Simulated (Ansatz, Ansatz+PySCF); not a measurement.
```yaml
atoms:
  - { symbol: C, position_ang: [0.0034, 0.0054, -0.7518] }
  - { symbol: C, position_ang: [-0.0056, -0.0081, 0.7579] }
  - { symbol: H, position_ang: [0.0036, -1.0191, -1.1572] }
  - { symbol: H, position_ang: [-0.8846, 0.5109, -1.1748] }
  - { symbol: H, position_ang: [0.8803, 0.5061, -1.1603] }
  - { symbol: H, position_ang: [0.0047, 1.0326, 1.1636] }
  - { symbol: H, position_ang: [-0.8949, -0.5155, 1.1605] }
  - { symbol: H, position_ang: [0.8841, -0.5024, 1.1656] }
```

Basis set: def2-SVP (spherical functions). Frozen core: 2 orbitals. Charge 0, multiplicity 1.

Computed with Ansatz (development build ahead of 0.2.0); each method stands on the lowest determinant of its kind that the runs found. Restricted open shells among the atoms or ions are ROHF, correlated in semicanonical orbitals with singles.

(1) Give the atomization energy at this shape (free ground-state atoms in the same class of orbitals less the molecule, no zero-point energy) of singlet C2H6 by RHF-CCSD(T), RHF-MP2, RHF, UHF.

Results:

(1)

```
     method  atomization energy
RHF-CCSD(T)       2874.8 kJ/mol
    RHF-MP2       2864.4 kJ/mol
        RHF       2352.8 kJ/mol
        UHF       2331.4 kJ/mol
```
